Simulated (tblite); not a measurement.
Input of a run (GFN2-xTB geometry optimisation, gas phase (tblite 0.8.0)), started from a force field or distance geometry:
```
{"job": {"kind": "relax", "xc": "GFN2-xTB", "basis": "xTB"}, "charge": 0, "multiplicity": 1}
C      2.861500    -0.144500     0.552100
C      1.613600    -0.327900    -0.316200
O      0.618300     0.406000     0.292700
Si    -0.881500     0.329800    -0.546000
Si    -1.897000    -1.561600     0.120700
C     -1.842900     1.840000    -0.011300
F     -2.792900     2.215400    -0.935900
F     -0.902500     2.859100     0.156300
F     -2.378500     1.544600     1.223000
H      3.769100    -0.413900     0.020400
H      2.861600     0.945400     0.837300
H      2.701900    -0.724800     1.486400
H      1.879000     0.102700    -1.303400
H      1.368800    -1.393800    -0.438800
H     -0.769000     0.336600    -1.985200
H     -0.891700    -2.636300     0.082000
H     -2.989600    -1.965400    -0.743900
H     -2.336900    -1.405100     1.498100
```

Output (eV, eV/Å):
```
step      E/eV     max force
  0    -891.19459    3.269
  1    -891.56333    1.391
  2    -891.71671    1.566
  3    -891.79924    0.977
  4    -891.86163    0.472
  5    -891.88520    0.525
  6    -891.93116    0.467
  7    -891.94881    0.371
  8    -891.96319    0.226
  9    -891.97373    0.284
 10    -891.98423    0.299
 11    -891.99312    0.277
 12    -892.00152    0.265
 13    -892.00846    0.182
 14    -892.01312    0.133
 15    -892.01597    0.121
 16    -892.01823    0.119
 17    -892.02047    0.117
 18    -892.02271    0.118
 19    -892.02497    0.157
 20    -892.02750    0.170
 21    -892.03038    0.133
 22    -892.03315    0.103
 23    -892.03538    0.120
 24    -892.03729    0.119
 25    -892.03947    0.135
 26    -892.04225    0.134
 27    -892.04521    0.119
 28    -892.04751    0.106
 29    -892.04908    0.116
 30    -892.05048    0.112
 31    -892.05219    0.118
 32    -892.05429    0.120
 33    -892.05653    0.144
 34    -892.05878    0.168
 35    -892.06122    0.161
 36    -892.06404    0.128
 37    -892.06692    0.154
 38    -892.06920    0.113
 39    -892.07083    0.118
 40    -892.07226    0.116
 41    -892.07359    0.112
 42    -892.07439    0.097
 43    -892.07524    0.058
 44    -892.07571    0.048
 45    -892.07632    0.066
 46    -892.07688    0.079
 47    -892.07785    0.072
 48    -892.07863    0.066
 49    -892.07920    0.049
 50    -892.07953    0.055
 51    -892.07978    0.044
 52    -892.08001    0.034
 53    -892.08028    0.040
 54    -892.08061    0.054
 55    -892.08106    0.070
 56    -892.08154    0.057
 57    -892.08187    0.041
 58    -892.08208    0.029
 59    -892.08228    0.037
 60    -892.08246    0.045
 61    -892.08267    0.037
 62    -892.08297    0.038
 63    -892.08333    0.042
 64    -892.08366    0.037
 65    -892.08399    0.035
 66    -892.08422    0.032
 67    -892.08444    0.037
 68    -892.08468    0.043
 69    -892.08497    0.042
 70    -892.08534    0.042
 71    -892.08581    0.051
 72    -892.08642    0.063
 73    -892.08721    0.063
 74    -892.08813    0.053
 75    -892.08888    0.058
 76    -892.08926    0.082
 77    -892.08874    0.111
 78    -892.08976    0.040
 79    -892.08997    0.038
 80    -892.09059    0.038
 81    -892.09074    0.035
 82    -892.09107    0.033
 83    -892.09125    0.035
 84    -892.09147    0.031
 85    -892.09169    0.029
 86    -892.09190    0.029
 87    -892.09204    0.023
 88    -892.09214    0.021
 89    -892.09223    0.019
 90    -892.09231    0.020
 91    -892.09239    0.020
 92    -892.09247    0.020
 93    -892.09254    0.021
 94    -892.09261    0.017
 95    -892.09267    0.015
 96    -892.09272    0.017
 97    -892.09275    0.014
 98    -892.09280    0.019
 99    -892.09288    0.024
100    -892.09302    0.028
101    -892.09324    0.035
102    -892.09352    0.046
103    -892.09379    0.056
104    -892.09405    0.051
105    -892.09431    0.035
106    -892.09453    0.048
107    -892.09470    0.024
108    -892.09481    0.023
109    -892.09488    0.025
110    -892.09503    0.028
111    -892.09519    0.028
112    -892.09528    0.019
113    -892.09533    0.023
114    -892.09537    0.014
115    -892.09540    0.019
116    -892.09543    0.020
117    -892.09545    0.014
118    -892.09548    0.009
```

Question: Summarise the run.

Answer: The energy falls by 20.8 kcal/mol over 118 L-BFGS steps, the largest force on an atom goes from 3.27 to 0.009 eV/Å, and the atoms move by 0.420 Å rms after alignment. The bond that changes most is O3–Si4 (silyl ether oxygen to oxygen-bound silicon), which shortens by 0.108 Å. Bonds longer at the end by more than 0.005 Å: 6 of 17; shorter: 8. Among the angles that change most is C2–O3–Si4, from 113.0° to 130.7°. Among the dihedrals that turn most is C2–O3–Si4–H15, from -38° to -79°. The energy rose by more than 1e-5 eV at step 77. The first step brought 41 % of the lowering.

Question: What are the final bond lengths?

Answer: C1–C2 1.520 Å, C2–O3 1.405 Å, O3–Si4 1.612 Å, Si4–Si5 2.310 Å, Si4–C6 1.938 Å, C6–F7 1.355 Å, C6–F8 1.343 Å, C6–F9 1.351 Å, C1–H10 1.086 Å, C1–H11 1.087 Å, C1–H12 1.087 Å, C2–H13 1.095 Å, C2–H14 1.096 Å, Si4–H15 1.471 Å, Si5–H16 1.472 Å, Si5–H17 1.463 Å, Si5–H18 1.465 Å. Numbering counts from 1 in the input's order; the species is `CCO[Si@@H]([SiH3])C(F)(F)F`.

GFN2-xTB frequencies show an imaginary mode (21i cm⁻¹), so the point is no minimum at that level. 2 starts were optimised and ended at 0.00 and 0.03 kcal/mol (GFN2-xTB); the lowest of these is shown.

These are computed values.
